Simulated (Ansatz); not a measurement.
Abridged output of a molecular run in Ansatz:

```
Functional definition: HF
1595 factors; integrals over basis functions are off by at most 1.2e-3 eV
mean field evaluation 1: about -8861.3120 eV, gradient 5.8e1 eV
mean field evaluation 2: about -8861.4130 eV, gradient 5.8e1 eV
mean field evaluation 4: about -8867.8826 eV, gradient 4.5e0 eV
mean field evaluation 8: about -8867.9796 eV, gradient 3.9e-1 eV
mean field -8867.98064604 eV, -325.8922778090 hartree, gradient 7.4e-6 eV, S^2 0.000000; 0 other end points of the search recorded, 0 dependent functions left out
4 core orbitals not correlated: weight in the atoms' cores, before any rotation towards them, 1.000 or more for the frozen orbitals, at most 0.000 for the correlated occupied ones
reference -8867.98064604 eV, -325.8922778090 hartree; 20, 20 occupied and 240, 240 virtual orbitals, 1595 factors
second order -32.30039057 eV of doubles, -0.00000000 eV of singles
cycle   1  -32.06401603 eV  change    2.4e-1 eV  update   1.4e-1
cycle   2  -32.75569043 eV  change   -6.9e-1 eV  update   5.3e-2
cycle   3  -32.96535757 eV  change   -2.1e-1 eV  update   2.6e-2
cycle   4  -32.95535293 eV  change    1.0e-2 eV  update   6.9e-3
cycle   5  -32.94570957 eV  change    9.6e-3 eV  update   2.5e-3
cycle   6  -32.94650593 eV  change   -8.0e-4 eV  update   8.3e-4
cycle   7  -32.94651760 eV  change   -1.2e-5 eV  update   2.4e-4
cycle   8  -32.94634426 eV  change    1.7e-4 eV  update   9.1e-5
cycle   9  -32.94636375 eV  change   -1.9e-5 eV  update   3.3e-5
perturbative correction -1.17662446 eV, -0.0432401514 hartree
Total energy: -8902.10363426 eV, -327.1462744964 hartree
```

Its atoms:

```xyz
11

C    -1.388   -0.832    0.789
Hf   -0.017    0.849    0.378
C     1.404    0.077   -1.125
F    -1.011    2.283   -0.388
F     0.938    1.272    1.971
H    -0.845   -1.688    1.209
H    -2.184   -0.572    1.497
H    -1.872   -1.173   -0.134
H     1.914   -0.819   -0.753
H     2.179    0.804   -1.394
H     0.884   -0.202   -2.050
```

(1) Which basis set was used?
A. def2-TZVPP
B. cc-pV(Q+d)Z
C. def2-SVP
D. def2-TZVPPD

(2) Write the keys of the input that set method, charge and spin (a neutral closed shell needs none for the last two).

Answers

(1) A. It gives 264 functions.

(2) 
```yaml
correlation: {method: ccsd_t}
```
